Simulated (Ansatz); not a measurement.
`CN1BC1[SiH3]` at its PBE0-D4/def2-TZVP geometry, where that method's forces vanish. Charge 0, multiplicity 1.

```csv
atom,x (Å),y (Å),z (Å)
C1,1.136,-1.416,-0.670
N2,-0.089,-0.959,-0.114
B3,-1.204,-0.965,0.621
C4,-0.853,0.305,-0.242
Si5,-0.173,1.870,0.507
H6,1.960,-0.747,-0.401
H7,1.358,-2.416,-0.295
H8,1.077,-1.454,-1.763
H9,-1.879,-1.585,1.369
H10,-1.373,0.428,-1.199
H11,0.935,2.473,-0.291
H12,-1.253,2.889,0.612
H13,0.359,1.577,1.868
```

Question: For each bond, give half the difference of the two atoms' forces along it (eV/Å; positive pushes the atoms apart) under PBE-D4, r2SCAN-D4, B3LYP-D4, ωB97M-V in def2-TZVPP. (Estimate.)

Answer: Computed: 
| bond | length (Å) | PBE-D4 | r2SCAN-D4 | B3LYP-D4 | ωB97M-V |
| --- | --- | --- | --- | --- | --- |
| C1–N2 | 1.421 | -0.16 | 0.03 | 0.18 | 0.31 |
| C1–H6 | 1.095 | 0.11 | -0.04 | -0.07 | -0.12 |
| C1–H7 | 1.091 | 0.09 | -0.04 | -0.08 | -0.10 |
| C1–H8 | 1.095 | 0.11 | -0.04 | -0.07 | -0.13 |
| N2–B3 | 1.336 | 0.41 | 0.12 | 0.00 | -0.05 |
| N2–C4 | 1.482 | 0.31 | 0.30 | 0.19 | 0.13 |
| B3–C4 | 1.575 | 0.27 | 0.20 | 0.22 | 0.27 |
| B3–H9 | 1.183 | -0.17 | -0.13 | -0.17 | -0.20 |
| C4–Si5 | 1.864 | -0.07 | -0.07 | 0.02 | -0.02 |
| C4–H10 | 1.096 | 0.07 | -0.05 | -0.13 | -0.14 |
| Si5–H11 | 1.493 | 0.07 | -0.02 | -0.08 | -0.11 |
| Si5–H12 | 1.489 | 0.07 | -0.02 | -0.07 | -0.11 |
| Si5–H13 | 1.490 | 0.07 | -0.02 | -0.06 | -0.10 |

B3LYP here is the variant with VWN-RPA as its local correlation; programs differ in this.
